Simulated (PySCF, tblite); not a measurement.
Isomers of C3H9NO2Si2, one GFN2-xTB conformer each. Single-point energies are computed at PBE0/pcSseg-1 (PySCF, gas phase, no added dispersion term), electronic only.

```csv
SMILES,GFN2-xTB relative energy (kJ/mol)
NC(=O)[Si@H]1CC[SiH2]O1,0.0
C=NC[SiH2][Si@@H](O)C=O,321.2
NC[C@@H]1[SiH2]O[SiH2]C1=O,51.5
C=N[SiH2][Si@@H](C=O)OC,276.7
```

Conformers: `[NH2:1][C:2](=[O:3])[Si@H:4]1[CH2:5][CH2:6][SiH2:7][O:8]1` with H–N1–C2–O3 4° and 174°, N1–C2–Si4–C5 -96°, C2–Si4–C5–C6 143°, Si4–C5–C6–Si7 -31°, C5–C6–Si7–O8 21°, C6–Si7–O8–Si4 1°; `[CH2:1]=[N:2][CH2:3][SiH2:4][Si@@H:5]([OH:6])[CH:7]=[O:8]` with C1–N2–C3–Si4 112°, N2–C3–Si4–Si5 45°, C3–Si4–Si5–O6 175°, Si4–Si5–O6–H 138°, Si4–Si5–C7–O8 -112°; `[NH2:1][CH2:2][C@@H:3]1[SiH2:4][O:5][SiH2:6][C:7]1=[O:8]` with H–N1–C2–C3 180° and -62°, N1–C2–C3–Si4 -164°, C2–C3–Si4–O5 -154°, C3–Si4–O5–Si6 11°, Si4–O5–Si6–C7 4°, O5–Si6–C7–O8 150°; `[CH2:1]=[N:2][SiH2:3][Si@@H:4]([CH:5]=[O:6])[O:7][CH3:8]` with C1–N2–Si3–Si4 -113°, N2–Si3–Si4–C5 -162°, Si3–Si4–C5–O6 -59°, Si3–Si4–O7–C8 54°.

Problem. What does PBE0/pcSseg-1 give for the same structures?

Solution. 
```
                    SMILES  PBE0/pcSseg-1 E (Eh)  PBE0/pcSseg-1 (kJ/mol)  GFN2-xTB (kJ/mol)  point group
   NC(=O)[Si@H]1CC[SiH2]O1            -903.36107                     0.0                0.0           C1
NC[C@@H]1[SiH2]O[SiH2]C1=O            -903.31050                   132.8               51.5           C1
   C=NC[SiH2][Si@@H](O)C=O            -903.24018                   317.4              321.2           C1
   C=N[SiH2][Si@@H](C=O)OC            -903.23267                   337.1              276.7           C1
```

Both levels put the same isomer lowest; measured from each level's own lowest isomer, the values differ by up to 81.3 kJ/mol (NC[C@@H]1[SiH2]O[SiH2]C1=O: 51.5 against 132.8). As drawn, the lowest has an N–H bond and a C(=O)–N unit, which the highest lacks; the highest has a C=N bond and an Si–Si bond, which the lowest lacks.

Problem. Which frontier levels, dipoles and rotational constants go with these structures?

Solution. 
```
                    SMILES  HOMO (eV, PBE0/pcSseg-1)  LUMO (eV)  dipole (D)       A, B, C (MHz)
   NC(=O)[Si@H]1CC[SiH2]O1                     -6.86      -0.07        3.59  2950, 933.9, 794.4
NC[C@@H]1[SiH2]O[SiH2]C1=O                     -6.70      -1.43        1.20   2256, 1166, 822.6
   C=NC[SiH2][Si@@H](O)C=O                     -6.85      -1.43        2.65  1926, 946.5, 697.7
   C=N[SiH2][Si@@H](C=O)OC                     -6.78      -1.48        3.85  1923, 926.7, 668.2
```

Problem. What happens when harmonic zero-point energies from GFN2-xTB frequencies are added?

Solution. 
| SMILES | ZPE (kJ/mol) | electronic (kJ/mol) | with ZPE (kJ/mol) |
| --- | --- | --- | --- |
| NC(=O)[Si@H]1CC[SiH2]O1 | 313.7 | 0.0 | 0.0 |
| NC[C@@H]1[SiH2]O[SiH2]C1=O | 309.1 | 132.8 | 128.2 |
| C=NC[SiH2][Si@@H](O)C=O | 296.2 | 317.4 | 299.9 |
| C=N[SiH2][Si@@H](C=O)OC | 297.4 | 337.1 | 320.9 |

The zero-point energies span 17.5 kJ/mol. The order is unchanged.
